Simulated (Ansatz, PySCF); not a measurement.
Donor–acceptor adduct: AlH3 (SMILES [AlH3]) (first 4 atoms) with CH2O (SMILES C=O); geometry from B3LYP-D3(BJ)/def2-TZVP, rigid monomers moved along the line of their centres of mass till Al1···O6 is 2.81 Å.
(charge 0, multiplicity 1):
```xyz
8

Al     0.15416     0.33257     0.90958
H      1.05861     1.63456     1.00343
H     -1.37151     0.45402     1.38497
H      0.49958    -0.77486    -0.17499
C      0.16596    -1.28949     4.21932
O      0.87833    -0.99548     3.28068
H     -0.90253    -1.03821     4.21301
H      0.59439    -1.81165     5.08263
```

Counterpoise-corrected where a basis set is named; no monomer relaxation.

Rows in 6-31G* carry no dispersion term and start afresh at each structure (6-31G* with six Cartesian d functions).

Run with Ansatz (a first-principles code); PySCF for 6-31G* rows, the dispersion terms. Values without a source in brackets are computed.

Question: What is the computed interaction energy (PBE-D4/def2-TZVPPD)?

Answer: -47 kJ/mol
